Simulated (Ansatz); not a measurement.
Species: C5H11O, net charge 0, doublet state. It need not be the lowest isomer of its formula. 
Geometry from a B3LYP-D3(BJ)/def2-TZVP (Ansatz, a program for electronic structure) optimisation:
SMILES: CC[CH][C@H](C)O
```xyz
17

C     -2.2749    -0.5174    -1.0348
C     -1.6499     0.2154     0.1652
C     -0.3488    -0.3578     0.5989
C      0.9318     0.3768     0.4436
C      1.3561     0.5254    -1.0247
O      1.9280    -0.3247     1.1907
H     -2.4311    -1.5727    -0.8041
H     -3.2412    -0.0818    -1.2984
H     -1.6245    -0.4621    -1.9093
H     -2.3667     0.1797     0.9959
H     -1.5273     1.2744    -0.0822
H     -0.2982    -1.3776     0.9602
H      0.8093     1.3924     0.8581
H      2.2837     1.1009    -1.1007
H      0.5917     1.0515    -1.5990
H      1.5136    -0.4583    -1.4686
H      2.7796     0.0966     1.0332
```
Charge 0, spin multiplicity 2.

Dipole moments at this geometry, in debye (magnitudes).

| level | program | dipole (D) |
|---|---|---|
| PBE/def2-TZVPD | Ansatz | 1.64 |
| BLYP/def2-TZVPD | Ansatz | 1.66 |
| revPBE/def2-TZVPD | Ansatz | … |
| r2SCAN/def2-TZVPD | Ansatz | 1.66 |
| B97M-V/def2-TZVPD | Ansatz | 1.61 |
| B3LYP/def2-TZVPD | Ansatz | 1.71 |
| BHLYP/def2-TZVPD | Ansatz | 1.76 |
| r2SCANh/def2-TZVPD | Ansatz | 1.68 |
| r2SCAN0/def2-TZVPD | Ansatz | 1.71 |
| HSE06/def2-TZVPD | Ansatz | 1.69 |
| CAM-B3LYP/def2-TZVPD | Ansatz | 1.77 |
| LC-wPBE/def2-TZVPD | Ansatz | 1.79 |
| CCSD(T)/aug-cc-pVDZ | Ansatz | … |

Problem. What belongs in the gaps?

Solution. 
- revPBE/def2-TZVPD, dipole (D): 1.62
- CCSD(T)/aug-cc-pVDZ, dipole (D): 1.70
